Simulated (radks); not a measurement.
Problem. Radial electron density D(r) = 4 pi r^2 rho(r) of an atom or ion with 38 electrons. Method: scalar-relativistic Kohn-Sham, SCAN, spin-polarised, spherical densities, finite nucleus; meta-GGA in the generalised Kohn-Sham scheme; Fermi nuclear charge, rms radius of each element as measured or else 0.836 A^(1/3) + 0.57 fm; computed with a radial shooting solver on a logarithmic mesh with Libxc functionals.

```
   r/bohr * D(r) (the largest magnitude, 67, reaches the edge; | marks zero)
 0.001329 |*
 0.001731 | *
 0.002254 |  *
 0.002935 |    *
 0.003821 |      *
 0.004936 |          *
 0.006428 |               *
  0.00837 |                     *
   0.0109 |                             *
  0.01419 |                                    *
  0.01833 |                                         *
  0.02387 |                                            *
  0.03108 |                                          *
  0.04047 |                                      *
   0.0527 |                                     *
  0.06808 |                                           *
  0.08864 |                                                    *
   0.1154 |                                                      *
   0.1503 |                                            *
   0.1942 |                                   *
   0.2528 |                                     *
   0.3292 |                                          *
   0.4286 |                                  *
   0.5582 |                 *
    0.721 |         *
   0.9388 |         *
    1.222 |       *
    1.592 |  *
    2.073 |*
    2.677 *
    3.486 *
     4.54 *
```

What is the nuclear charge?

Solution. Z = 43. The innermost maximum, from 1s, lies near gamma/Z bohr with gamma = sqrt(1 - (Z/c)^2) = 0.949, here 0.0221 bohr (found: 0.0241), and its height grows with Z. The density is that of the technetium ion Tc5+ in [Kr] 4d2; the configuration itself is not fixed sharply by these data, and Z only to a few units. D(r) has 4 maxima, at r = 0.0241, 0.107, 0.329, 0.917 bohr, and minima at 0.0483, 0.212, 0.819 bohr, inside which lie 2.03, 11.07, 29.47 electrons.
